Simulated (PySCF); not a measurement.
## Working out the ionisation energy of Ir

Ir [Xe] 4f14 5d7 6s2 (4F) → Ir⁺ [Xe] 4f14 5d7 6s1 (5F). All numbers are calculated (PySCF 2.14, scalar relativity through the core potential, in aug-cc-pVTZ-PP with ECP60MDF). Frozen: 5s2 5p6. Energies in hartree (1 hartree = 27.21139 eV):

```
            part   Ir (lower)  Ir⁺ (upper)
             UHF  -103.626481  -103.368032
CCSD correlation    -0.244362    -0.186699
             (T)    -0.012018    -0.006512
```

Q: What does Hartree-Fock give?

A: (-103.368032) − (-103.626481) = 0.258449 hartree = 7.033 eV.

Q: What do CCSD and CCSD(T) give?

A: The CCSD correlation energies differ by 0.057663 hartree = 1.569 eV and the triples by 0.005506 hartree = 0.150 eV, so CCSD gives 8.602 eV and CCSD(T) 8.752 eV.

Measured between the centres of the two terms (NIST): 8.926 eV, so CCSD(T) (valence) is off by -0.174 eV.

What remains against the reference includes basis incompleteness, the frozen core and higher excitations.
